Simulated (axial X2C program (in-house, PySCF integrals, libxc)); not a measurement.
Worked dissociation energy of ScSe⁺: PBE0, spin-free

Computed with an in-house all-electron X2C program for linear molecules (integrals from PySCF). Spin-free means the one-electron spin-free X2C Hamiltonian. Basis: Se dyall-cv3z [8s9p6d4f1g], Sc dyall-cv3z [10s11p7d5f2g] (cores contracted in-house); Gaussian nuclei, density fitting, unrestricted open shells. Masses: Se 79.917 u, Sc 44.956 u.

Molecular state: M_S = 0, Λ = 0 (closed shell).

```
E(Se) (2M_S = 2, M_L = 0)  : -2429.613081 hartree
E(Sc+) (2M_S = 2, M_L = 0) : -763.776201 hartree
E(ScSe⁺) at Re             : -3193.540854 hartree
ωe                         : 475.1 cm⁻¹
ωexe                       : 0.956 cm⁻¹
```

Problem. Work out De and D0.

Solution. De = -2429.613081 + (-763.776201) − (-3193.540854) = 0.15157 hartree = 4.124 eV. The zero-point energy is ωe/2 − ωexe/4 = 237 cm⁻¹ = 0.029 eV, so D0 = 4.095 eV.

Occupations by symmetry block were frozen at the best pattern of an incomplete PBE0 search. Closed shells are restricted here (equal orbitals for both partners); the stretched side of such a curve lies too high. Dissociation energies refer to the lowest single-determinant-based atoms at the same level and basis. Spin-free De lacks the spin–orbit lowering of the heavy p-block atom, a tenth of an eV or more for 4p and 5p, up to an eV for 6p and one to two eV for 7p atoms, less what an open-shell molecule gains itself.

Each atomic determinant is the lowest at this level and need not be a pure term. Totals compare only within one Hamiltonian and basis.
